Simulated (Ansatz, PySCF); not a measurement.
Gas-phase reaction in SMILES: P (PH3) → [PH2-] + H+
Structures are relaxed separately at B3LYP-D3(BJ)/def2-TZVP in Ansatz (a program for electronic structure).
Geometry of the first species:
```xyz
4

P      0.0029     0.0016     0.1282
H     -0.0038     1.1839    -0.6561
H      1.0120    -0.6137    -0.6568
H     -1.0521    -0.5944    -0.6098
```

Property: gas-phase deprotonation energy (enthalpy at 298 K, with B3LYP-D3(BJ) rigid-rotor harmonic-oscillator terms from PySCF), in eV. Correlated levels leave the core frozen unless marked. Spin-orbit coupling is left out. Non-relativistic. Anions need diffuse functions: aug- sets have them; def2-D sets add few. CBS(X,Y): correlation extrapolated as X^-3; Hartree-Fock from the larger set.

| level | program | gas-phase deprotonation energy (eV) |
|---|---|---|
| BP86-D4/def2-TZVPD | PySCF + dftd4 | [?] |
| CCSD(T)/CBS(aug-cc-pV(T+d)Z,aug-cc-pV(Q+d)Z) | Ansatz | [?] |

Question: What belongs in the gaps?

Answer: 
- BP86-D4/def2-TZVPD, gas-phase deprotonation energy (eV): 16.01
- CCSD(T)/CBS(aug-cc-pV(T+d)Z,aug-cc-pV(Q+d)Z), gas-phase deprotonation energy (eV): 15.91
